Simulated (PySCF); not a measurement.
Gas-phase reaction: In(CH3)3 + 2 C3H5 (allyl) = InH + 3 C3H6 (cyclic)

Computed with PySCF and rigid-rotor harmonic-oscillator thermochemistry at 1 bar. † marks an energy on the PBE0/def2-TZVP geometry and frequencies; other levels use their own. Open shells (unrestricted): C3H5 (allyl) (multiplicity 2); the rest are closed-shell singlets. B3LYP is the form with VWN-RPA correlation. In: scalar-relativistic def2 core potential, no spin-orbit coupling. InH: computed as isolated molecules; such fragments, hydroxides, amides, oligomers or adducts are transient or little studied in the gas.

PBE0/def2-SVP† gives ΔH°(298 K) = -104 kJ.

Question: What do B3LYP/def2-TZVP†, LDA/def2-TZVP†, PBE0/def2-TZVP give?

Answer: B3LYP/def2-TZVP†: -36 kJ; LDA/def2-TZVP†: -108 kJ; PBE0/def2-TZVP: -70 kJ. For scale, ΔH°(298 K) is -104 kJ at this level, -61 kJ at ωB97M-V/def2-TZVP†, and runs from -146 to 61 kJ over the 15 levels computed.
